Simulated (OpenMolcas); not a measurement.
**S²⁺: effect of correlating more closed shells**

```yaml
Program: OpenMolcas 26.06
Basis: ANO-RCC-VTZP [5s4p2d1f]
Scalar_Hamiltonian: DKH2, point nucleus
Active_space: 2 electrons in 3 orbitals (3p)
State_averaging: 2S+1 = 3 even, 3 roots; 2S+1 = 1 even, 6 roots
Spin-orbit_coupling: RASSI with atomic mean-field integrals over the reference wave functions, term energies averaged over their components
```

Methods on the same reference wave functions:
A. CASSCF
B. SS-CASPT2, IPEA 0.25 Eh, imaginary shift 0.1 Eh (closed shells correlated: 3s)
C. SS-CASPT2, IPEA 0.25 Eh, imaginary shift 0.1 Eh (closed shells correlated: 2s 2p 3s)

Energies in cm-1 above 3s2 3p2 3P0, the measured ground level; measured values from NIST levels in Podobedova, Kelleher and Wiese, J. Phys. Chem. Ref. Data 38, 171 (2009).

| Level | A | B | C | Measured |
| --- | --- | --- | --- | --- |
| 3s2 3p2 3P0 | 0.0 | 0.0 | 0.0 | 0.0 |
| 3s2 3p2 3P1 | 269 | 272 | 272 | 299 |
| 3s2 3p2 3P2 | 768 | 769 | 769 | 833 |
| 3s2 3p2 1D2 | 14246 | 11490 | 11430 | 11323 |
| 3s2 3p2 1S0 | 34635 | 27900 | 27780 | 27161 |

Deviations, from unrounded energies. A percentage is the sum of absolute deviations over the sum of measured energies, with the sign that they share, or ± where signs differ.

| Against measurement | Levels | A | B | C |
| --- | --- | --- | --- | --- |
| mean absolute deviation (cm-1) | 4 | 2600 | 250 | 200 |
| fine structure of the ground term (%) | 2 | -8.4 | -8.0 | -8.0 |
| other terms of the ground configuration (%) | 2 | +27.0 | +2.3 | +1.9 |

C lies closest to measurement on these levels and A furthest from it. The largest miss of C in the table is 3s2 3p2 1S0, by +610 cm-1. The ranking rests on the paired levels alone, and a cruder setting can come out closer through cancelling errors.

Between B and C the level of the table that moves most is 3s2 3p2 1S0, by 120 cm-1 (lowest in C, highest in B). Moves below CASPT2's spread within the term are not significant.

The mean deviations of B to C differ by less than CASPT2's widest spread within a term (120 cm-1), so their order carries little weight.

From A to B the spin-free energies of the other terms of 3s2 3p2 shown, above 3P, scale by a factor of 0.80.

The lowest spin-free term lies below A's lowest term by 0.073 hartree in B, 0.091 hartree in C.

What an inner shell adds also hangs on whether the basis holds functions to correlate it.

Term energies are means over components that CASPT2 splits; among the terms shown or strongly mixed into the levels shown the widest spread is 120 cm-1 (3s2 3p2 1D, C). With the s shell closed, the reference lacks s² → p² mixing. Measured partners are found by configuration, term and J. A level has none where our copy of the source lacks it or the pairing is in doubt (some pairs that miss far off the trend of their configuration count as doubtful), and it then counts in no deviation. Only configurations of the active space appear.
